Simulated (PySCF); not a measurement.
## Molecular orbitals of MgGa⁺

PBE at R = 3.130 Å; basis Mg def2-SVPD, Ga def2-SVPD; no relativity; PySCF 2.14. State: ¹Σ⁺ (singlet), closed shell. Only the outer orbitals are listed, counted within each symmetry.

```csv
orbital,occ.,ε (eV),on Mg (%),main shells (%)
1δ,2,-25.95,0,100 Ga d
1δ,2,-25.95,0,100 Ga d
4π,2,-25.84,0,100 Ga d
4π,2,-25.84,0,100 Ga d
9σ,2,-25.81,0,100 Ga d
10σ,2,-14.34,7,93 Ga s
11σ,2,-9.84,74,"73 Mg s, 21 Ga p"
5π,0,-7.76,10,"89 Ga p, 9 Mg p"
5π,0,-7.76,10,"89 Ga p, 9 Mg p"
12σ,0,-7.51,50,"52 Ga p, 25 Mg s, 24 Mg p"
```

Question: Which are the highest filled and the lowest empty level, where do they sit, and how wide is the gap?

Answer: Highest filled 11σ at -9.84 eV (in %: 73 Mg s, 21 Ga p); lowest empty 5π at -7.76 eV (in %: 89 Ga p, 9 Mg p); the gap at PBE is 2.08 eV.

```json
{
  "bond order (Mayer)": "0.75",
  "⟨S²⟩": "0.000",
  "charge on Mg (Mulliken, basis-dependent)": "0.37",
  "charge on Mg (Löwdin, basis-dependent)": "0.52",
  "dipole moment (positive dipole points towards Ga; it is taken about the centre of mass and depends on that origin)": "-3.86 D",
  "polarisability along the bond": "147.8 bohr³",
  "polarisability across the bond": "59.7 bohr³"
}
```

Closed-shell solutions of metal pairs were not tested for spin polarisation, which can lower them a little.
